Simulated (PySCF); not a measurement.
# Exercise with solution: oscillator strength and radiative lifetime

Si(CCH)(Cl)(Me)2 (C4H7ClSi), SMILES C#C[Si](C)(C)Cl.

Geometry optimised at B3LYP-D3(BJ)/def2-SVP.

TDDFT-PBE/def2-SVPD in PySCF puts the first singlet state with f over 0.02 at 6.33 eV (vertical), with the transition dipole (-0.273, -0.319, 0.000) in atomic units.

### Question
Find the oscillator strength, the wavelength and the radiative lifetime that this transition would have in vacuum if emission retraced absorption.

### Answer

|μ|² = 0.1763 au, so |μ| = 1.07 D. ΔE = 6.33/27.211 = 0.2326 hartree. f = (2/3) ΔE |μ|² = 0.027 (the program prints 0.027).
λ = 1239.84/6.33 = 196 nm; ν = 51055 cm⁻¹.
Einstein's coefficient A = 0.6670 ν² f s⁻¹ (ν in cm⁻¹) = 4.8e7 s⁻¹, so τ = 1/A = 21 ns. This state is S5; the lower singlets have f = 0.000, 0.012, 0.000, 0.001. The figure is the radiative limit of this one transition; relaxation, internal conversion, crossing to triplets and a medium change what is measured.
